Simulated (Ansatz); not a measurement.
Species: sum formula TaO2F (charge -1, doublet). The spin state was set by rule; other spins were not relaxed. 
Geometry from a B3LYP-D3(BJ)/def2-TZVP (Ansatz, a quantum-chemistry and plane-wave program) optimisation:
```xyz
4

Ta     0.0188    -0.0317    -0.0965
O     -1.4047    -1.0795     0.1126
O     -0.4296     1.6197    -0.5856
F      1.4782    -0.2227     1.2033
```
Charge -1, spin multiplicity 2.

Total electronic energies in hartree. Cores are frozen in the correlated levels unless marked. UHF or UKS for open shells. No spin-orbit coupling. The frozen core is the preceding noble-gas configuration, with the filled d and f shells of earlier blocks. Past Kr the def2 sets carry scalar-relativistic core potentials. CBS marks a two-point X^-3 extrapolation of the correlation energy; Hartree-Fock from the larger set. [CCSD(T)-MP2]/basis is that difference in the basis named.

| level | program | energy (Eh) |
|---|---|---|
| PBE-D4/def2-TZVPD | Ansatz + dftd4 | -307.46347 |
| B97M-V/def2-TZVPD | Ansatz | -307.57595 |
| B3LYP-D4/def2-TZVPD | Ansatz + dftd4 | -307.68760 |
| HSE06-D4/def2-TZVPD | Ansatz + dftd4 | -307.37948 |
| LC-wPBE-D4/def2-TZVPD | Ansatz + dftd4 | -307.52725 |
| wB97M-V/def2-TZVPD | Ansatz | -307.50767 |
| B2GP-PLYP-D4/def2-TZVPD | Ansatz + dftd4 | -307.25416 |
| B2PLYP-D3(BJ)/def2-TZVPD | Ansatz + dftd3 | -307.34767 |
| RPA@PBE/def2-QZVPP | Ansatz | -307.27398 |
| MP2/def2-SVPD | Ansatz | -306.31915 |
| RI-MP2/def2-QZVPP | Ansatz | -306.87308 |
| CCSD/def2-SVPD | Ansatz | -306.29100 |
| CCSD/def2-TZVPP | Ansatz | -306.75392 |
| CCSD(T)/def2-SVP | Ansatz | -306.25667 |
| RI-MP2/CBS(def2-TZVPPD,def2-QZVPPD)+[CCSD(T)-MP2]/def2-SVPD | Ansatz | -306.9299 |

Totals of different functionals don't rank their quality; only differences between species are comparable.
